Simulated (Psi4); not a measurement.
AlBr₃, singlet, geometry from GFN2-xTB (such geometries of metal compounds can be far from the true shape), with bond 2-1 at 1.6 times its length. Base run: BLYP/pcseg-1 in Psi4.

The Psi4 input:
```
memory 2 GB

molecule mol {
0 1
Al   -0.000000   -0.000000    0.000000
Br   -2.878520   -2.142241   -0.167178
Br   -0.015451    1.984855   -1.048978
Br    1.814526   -0.645954    1.153464
}

set {
  basis pcseg-1
  reference rks
}

energy('blyp')
print_variables()
```

The base run was repeated with changes; each row names its change, and settings that it needs were set with it.

```csv
change,ΔE vs base (µEh),SCF cycles,grid points,basis functions
base,0.0,12,86357,99
guess = sap,0.0,10,86357,99
dft_spherical_points = 110,(withheld),12,31583,99
e_convergence = 1e-4,0.0,12,86357,99
guess = gwh,0.0,21,86357,99
dft_radial_scheme = becke,(withheld),12,74236,99
scf_initial_accelerator = none,0.0,14,86357,99
dft_radial_points = 50,-577,12,57971,99
d_convergence = 1e-4,0.0,12,86357,99
dft_nuclear_scheme = stratmann,7.7,12,80925,99
dft_spherical_points = 974,10.4,12,276021,99
dft_radial_points = 150,-104,12,170407,99
dft_nuclear_scheme = becke,-3.5,12,86343,99
```

### Question
Complete the blanks.

### Answer

- dft_spherical_points = 110, ΔE vs base (µEh): -2187
- dft_radial_scheme = becke, ΔE vs base (µEh): -4161
